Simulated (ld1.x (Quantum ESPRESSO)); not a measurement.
Values are calculated unless marked as measured or tabulated.
## Potentials for Fe (Z = 26) compared

Generated with ld1.x 7.5 (TM, RRKJ, ultrasoft, PAW), atompaw 4.2 or ONCVPSP 4.0.1. The cutoff is in Ry: for ld1.x and atompaw files where the sum of valence levels is converged to 10 mRy in a Bessel basis, for ONCV files where the hardest occupied wave has 1 mHa per electron of residual kinetic energy. The error is the largest all-electron minus pseudo excitation energy over each file’s own four to seven test configurations (ionisations up to +4, promotions, holes and added fractions of an electron), all of which were solved. The labels leave out finer settings (local radius, basis sizes, second energies), which also bear on the numbers. Spin-polarised tests are not counted. The rows are a selection from randomly drawn settings: files with unsolved tests, undetermined cutoffs or missed reference levels are left out.

A true bound ghost makes a file unfit for plane-wave use even where its test errors are small: the radial tests pick states by their node count and pass the ghost by.

```csv
potential,cutoff (Ry),largest error (meV),bound ghosts
"PAW, PW91, non-relativistic, rc 2.10/1.30/1.35 (spd), local smoothed, core correction yes, reference 3p6 3d6 4s1 4p1",70,-59,s
"PAW, PW91, scalar-relativistic, rc 1.15/1.30/1.70 (spd), local smoothed, core correction yes, reference 3s2 3p6 3d6 4s2 4p0",55,+57,none
"ultrasoft, PBE, scalar-relativistic, rc 2.80/1.35/1.70/2.30 (spdf), local smoothed, core correction no, reference 3p6 3d6 4s1 4p1",60,+32,none
"TM, PBEsol, scalar-relativistic, rc 2.15/2.20/1.75 (spd), local s, core correction yes, reference 3d6 4s2 4p0",90,-407,none
"ultrasoft, PBEsol, scalar-relativistic, rc 2.25/1.55/1.65 (spd), local smoothed, core correction yes, reference 3p6 3d7 4s1 4p0",40,+65,none
```

Task: Fill in the row for Fe: TM, PBE, scalar-relativistic, rc 1.10/0.85/1.20 (spd), local s, core correction yes, reference 3s2 3p6 3d6 4s0 4p0.

Result: cutoff 160 Ry, largest error +1084 meV, bound ghosts: none.
